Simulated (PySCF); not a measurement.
These 2 structures share the formula C5H7NO. Method used: PySCF 2.14.0, PBE0-D3(BJ)/def2-SVP geometry optimisation, gas phase. One conformer each; no zero-point energy, no entropy. No frequencies were run at this level. Point groups hold within 0.08 Å.

Question: Order them by energy at this level, lowest first, and give relative energies in kcal/mol.
A. `[CH2:1]=[CH:2][C:3](=[CH2:4])[NH:5][CH:6]=[O:7]` with C1–C2–C3–C4 180°, C2–C3–N5–C6 180°, C3–N5–C6–O7 0°
B. `[CH3:1][C:2]#[C:3][CH2:4][C:5]([NH2:6])=[O:7]` with C3–C4–C5–N6 14°, C4–C5–N6–H -6° and -179°

Answer: A (0.0), B (4.5).

As drawn, the lower has a C=C bond outside aromatic rings, which the higher lacks; the higher has a C≡C bond, which the lower lacks.

| SMILES | E (Eh) | E rel (kcal/mol) | dipole (D) | point group | A, B, C (MHz) |
| --- | --- | --- | --- | --- | --- |
| C=CC(=C)NC=O | -324.08540 | 0.0 | 3.49 | Cs | 5944, 1746, 1350 |
| CC#CCC(N)=O | -324.07823 | 4.5 | 4.21 | C1 | 8137, 1199, 1064 |
